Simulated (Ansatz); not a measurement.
Consider the hydrogenolysis of the Si–O bond: `CO[SiH2]CF` + H₂ → `FC[SiH3]` + CH₃OH.

Isolated molecules relaxed with PBE0-D4/def2-TZVP in Ansatz; ΔE leaves out vibrations. CBS: MP2 limit from def2 TZ/QZ plus the TZ coupled-cluster correction, frozen cores. This one scheme is used for every species. Functionals use def2-TZVPP. Each species was taken in one conformer, which may not be the lowest.

`CO[SiH2]CF`:

Cartesian coordinates in Å:
```
C -1.214 -1.395 0.488
O 0.153 -1.106 0.685
Si 1.028 -0.136 -0.302
C 0.522 1.679 -0.148
F -0.792 1.853 -0.585
H -1.488 -2.214 1.156
H -1.414 -1.705 -0.544
H -1.840 -0.527 0.717
H 0.848 -0.544 -1.724
H 2.445 -0.255 0.120
H 0.581 2.027 0.889
H 1.171 2.323 -0.753
```

H₂:

Z-matrix (Å, degrees):
```
H
H 1 0.746
```

`FC[SiH3]`:

Z-matrix (Å, degrees):
```
C
Si 1 1.895
F 1 1.391 2 110.4
H 1 1.095 2 111.2 3 120.0
H 1 1.095 2 111.2 3 -120.0
H 2 1.484 1 110.0 3 60.5
H 2 1.484 1 110.0 3 -60.5
H 2 1.488 1 107.8 3 180.0
```

CH₃OH:

Z-matrix (Å, degrees):
```
C
O 1 1.409
H 1 1.097 2 112.4
H 1 1.090 2 107.0 3 -118.5
H 1 1.097 2 112.4 3 123.0
H 2 0.959 1 108.5 3 -61.6
```

CCSD(T)/CBS gives +75.1 kJ/mol.

Task: Another level gave +75.3 kJ/mol. Which?
A. ωB97M-V/def2-TZVPP
B. PBE0/def2-TZVPP
C. PBE-D4/def2-TZVPP
D. MP2/def2-TZVPP

Result: A. ωB97M-V 75.3, PBE-D4 67.4, PBE0 61.0, MP2/def2-TZVPP 80.9 kJ/mol.

Largest T1 diagnostic among the species: 0.011.

In def2-TZVPP, CCSD(T) changes the Hartree–Fock value by +8.7 kJ/mol (the triples alone add +2.9 kJ/mol) and MP2 by +16.2 kJ/mol. The D4 term adds +10.5 kJ/mol with B3LYP and +5.9 kJ/mol with PBE0; it sums over pairs of atoms, weighted by their polarisabilities, and B3LYP, whose exchange is more repulsive, gets the larger term.

B3LYP here is the variant with VWN-RPA as its local correlation; programs differ in this.
